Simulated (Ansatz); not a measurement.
`C[S][Na]` + `N[SiH]([SiH3])S` → `[Na][SH]` + `CS[SiH](N)[SiH3]`  (redistribution)

Program: Ansatz. Geometries: PBE0-D4/def2-TZVP. ΔE: electronic, gas phase. CCSD(T)/CBS adds triple-zeta CCSD(T) − MP2 to the extrapolated MP2 energy (def2 sets, frozen cores). Functionals use def2-TZVPP. B3LYP here is the variant with VWN-RPA as its local correlation; programs differ in this. For Na outer-core shells are correlated without core-valence functions, which leaves a few kJ/mol of doubt a bond. Each species was taken in one conformer, which may not be the lowest.

```tsv
level	ΔE (kJ/mol)	difference from CCSD(T)/CBS
PBE0-D4	-31.5	0.1
ωB97X-V	-31.7	-0.1
PBE	-26.3	5.3
r2SCAN	-31.1	0.5
PBE0	-28.2	3.4
B3LYP	-25.1	6.5
MP2/def2-TZVPP	-31.8	-0.2
SCS-MP2/def2-TZVPP	-29.6	2.0
MP2/def2-QZVPP	-32.3	-0.7
SCS-MP2/def2-QZVPP	-30.0	1.6
CCSD(T)/CBS	-31.6	0
```

Largest T1 diagnostic among the species: 0.012.

The D4 term adds −5.4 kJ/mol with B3LYP and −3.3 kJ/mol with PBE0; it sums over pairs of atoms, weighted by their polarisabilities, and B3LYP, whose exchange is more repulsive, gets the larger term. In def2-TZVPP, CCSD(T) changes the Hartree–Fock value by −4.0 kJ/mol (the triples alone add −0.8 kJ/mol) and MP2 by −5.1 kJ/mol.
